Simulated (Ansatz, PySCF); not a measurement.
Si(Me)(OH)3 (CH6O3Si), SMILES C[Si](O)(O)O.

Coordinates come from a B3LYP-D3(BJ)/def2-SVP optimisation. A frequency run showed that this geometry is not a minimum. The values are those of a single conformer.

Vertical ionisation energy (IE) and electron affinity (EA) in eV. Rows of orbital energies are one-electron estimates. Where ΔSCF, EOM or ADC give a negative EA the extra electron is unbound and the value depends on the basis.

| level | IE | EA |
|---|---|---|
| −ε(HOMO), −ε(LUMO), CAM-B3LYP/def2-TZVP (PySCF) | ___ | ___ |
| −ε(HOMO), −ε(LUMO), PBE/def2-TZVP (PySCF) | 7.00 | 0.29 |
| ΔSCF, PBE0/def2-TZVPD (Ansatz), final states of multiplicity 2 and 2 | 10.72 | -0.67 |
| ΔSCF, PBE/def2-TZVPD (Ansatz), final states of multiplicity 2 and 2 | 10.14 | -0.51 |

Fill in the missing entries. (Estimate from the structure and the level; the computed values follow.)


- −ε(HOMO), −ε(LUMO), CAM-B3LYP/def2-TZVP (PySCF), IE: 10.07
- −ε(HOMO), −ε(LUMO), CAM-B3LYP/def2-TZVP (PySCF), EA: -1.31

What vertical singlet–triplet gap does ΔSCF give with PBE0/def2-TZVPD (Ansatz, a quantum-chemistry and plane-wave program) and with PBE/def2-TZVPD (Ansatz)? (An estimate is asked for; the answer gives what the named calculation found.)

7.11 and 6.31 eV (triplet above singlet where positive).
